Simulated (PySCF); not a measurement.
Correlation energy of Fe (iron, neutral)

[Ar] 3d6 4s2, high-spin 5D determinant. All numbers are calculated (PySCF 2.14, no relativity, point nucleus, in dyall-av2z (16s12p7d2f, 101 functions)). Frozen: [Ar]; 8 electrons correlated; the 25 highest virtual orbitals of each spin left out.

```json
{"level": "CCSD", "correlation energy (mhartree)": "-176.58"}
{"level": "(T)", "correlation energy (mhartree)": "-5.86"}
{"level": "CCSD(T)", "correlation energy (mhartree)": "-182.44"}
```

Diagnostics: T1 = 0.022, D1 = 0.0668, largest double amplitude 0.081.

Cost of the coupled-cluster step: about 9 core-seconds, for 8 correlated electrons.

Iterations:

```
CC2 = 0
CCSD nocc = (np.int64(6), np.int64(2)), nmo = (67, 67)
frozen orbitals [[0, 1, 2, 3, 4, 5, 6, 7, 8, 76, 77, 78, 79, 80, 81, 82, 83, 84, 85, 86, 87, 88, 89, 90, 91, 92, 93, 94, 95, 96, 97, 98, 99, 100], [0, 1, 2, 3, 4, 5, 6, 7, 8, 76, 77, 78, 79, 80, 81, 82, 83, 84, 85, 86, 87, 88, 89, 90, 91, 92, 93, 94, 95, 96, 97, 98, 99, 100]]
max_cycle = 100
direct = 0
conv_tol = 1e-08
conv_tol_normt = 1e-06
diis_space = 8
diis_start_cycle = 0
Init t2, MP2 energy = -0.164547649527585
Init E_corr(UCCSD) = -0.164547649529619
cycle = 1  E_corr(UCCSD) = -0.169460461996038  dE = -0.00491281247  norm(t1,t2) = 0.0734101
cycle = 2  E_corr(UCCSD) = -0.17388678986768  dE = -0.00442632787  norm(t1,t2) = 0.0301487
cycle = 3  E_corr(UCCSD) = -0.175985803316406  dE = -0.00209901345  norm(t1,t2) = 0.0153591
cycle = 4  E_corr(UCCSD) = -0.176509592487885  dE = -0.000523789171  norm(t1,t2) = 0.00368826
cycle = 5  E_corr(UCCSD) = -0.176541974616561  dE = -3.23821287e-05  norm(t1,t2) = 0.00176485
cycle = 6  E_corr(UCCSD) = -0.176557065431098  dE = -1.50908145e-05  norm(t1,t2) = 0.000887785
cycle = 7  E_corr(UCCSD) = -0.176580588652313  dE = -2.35232212e-05  norm(t1,t2) = 0.000472363
cycle = 8  E_corr(UCCSD) = -0.176579377750304  dE = 1.21090201e-06  norm(t1,t2) = 0.000220011
cycle = 9  E_corr(UCCSD) = -0.17657779408461  dE = 1.58366569e-06  norm(t1,t2) = 0.000139687
cycle = 10  E_corr(UCCSD) = -0.176578219377589  dE = -4.25292979e-07  norm(t1,t2) = 8.30145e-05
cycle = 11  E_corr(UCCSD) = -0.176578936924525  dE = -7.17546937e-07  norm(t1,t2) = 5.57067e-05
cycle = 12  E_corr(UCCSD) = -0.176578415941752  dE = 5.20982773e-07  norm(t1,t2) = 4.04401e-05
cycle = 13  E_corr(UCCSD) = -0.176578222229789  dE = 1.93711963e-07  norm(t1,t2) = 3.28291e-05
cycle = 14  E_corr(UCCSD) = -0.176577973158399  dE = 2.4907139e-07  norm(t1,t2) = 2.71439e-05
cycle = 15  E_corr(UCCSD) = -0.176578141593414  dE = -1.68435015e-07  norm(t1,t2) = 1.85586e-05
cycle = 16  E_corr(UCCSD) = -0.176578425722206  dE = -2.84128792e-07  norm(t1,t2) = 1.03193e-05
cycle = 17  E_corr(UCCSD) = -0.176578486279313  dE = -6.05571067e-08  norm(t1,t2) = 6.33698e-06
cycle = 18  E_corr(UCCSD) = -0.176578513253792  dE = -2.6974479e-08  norm(t1,t2) = 3.50271e-06
cycle = 19  E_corr(UCCSD) = -0.176578489411783  dE = 2.38420091e-08  norm(t1,t2) = 1.95071e-06
cycle = 20  E_corr(UCCSD) = -0.176578495427884  dE = -6.01610184e-09  norm(t1,t2) = 1.26565e-06
cycle = 21  E_corr(UCCSD) = -0.176578515474856  dE = -2.00469719e-08  norm(t1,t2) = 8.08982e-07
cycle = 22  E_corr(UCCSD) = -0.176578525522879  dE = -1.00480229e-08  norm(t1,t2) = 5.34493e-07
cycle = 23  E_corr(UCCSD) = -0.176578528432509  dE = -2.90962968e-09  norm(t1,t2) = 3.13123e-07
UCCSD converged
E(UCCSD) = -1262.613045912849  E_corr = -0.1765785284325088
UCCSD(T) correction = -0.00585728622066323
```
